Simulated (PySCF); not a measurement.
Isomers of C8H10O, from PBE0-D3(BJ)/def2-SVP geometry optimisation, gas phase (PySCF). One conformer each, no zero-point energy, no frequencies.

Task: Which isomer lies lower at this level?
A. `[CH3:1][O:2][C:3]1=[CH:4][C@H:5]2[CH:6]=[CH:7][C@@H:8]1[CH2:9]2` with C1–O2–C3–C4 2°: A = 3620, B = 1313, C = 1241 MHz, dipole 1.09 D
B. `[CH2:1]=[CH:2][CH2:3][C:4]#[C:5][CH2:6][C:7]([CH3:8])=[O:9]` with C1–C2–C3–C4 121°, C5–C6–C7–C8 -28°: A = 3560, B = 656.3, C = 574.7 MHz, dipole 2.89 D

Result: A. That is `COC1=C[C@H]2C=C[C@@H]1C2`, 13.8 kcal/mol below the other.

```
                  SMILES                                                    mapped SMILES      E (Eh)  relative (kcal/mol)  relative (kJ/mol)  dipole (D)
COC1=C[C@H]2C=C[C@@H]1C2  [CH3:1][O:2][C:3]1=[CH:4][C@H:5]2[CH:6]=[CH:7][C@@H:8]1[CH2:9]2  -385.30058                  0.0                0.0        1.09
          C=CCC#CCC(C)=O      [CH2:1]=[CH:2][CH2:3][C:4]#[C:5][CH2:6][C:7]([CH3:8])=[O:9]  -385.27859                 13.8               57.7        2.89
```

As drawn, the higher has a C=O bond and a C≡C bond, which the lower lacks.
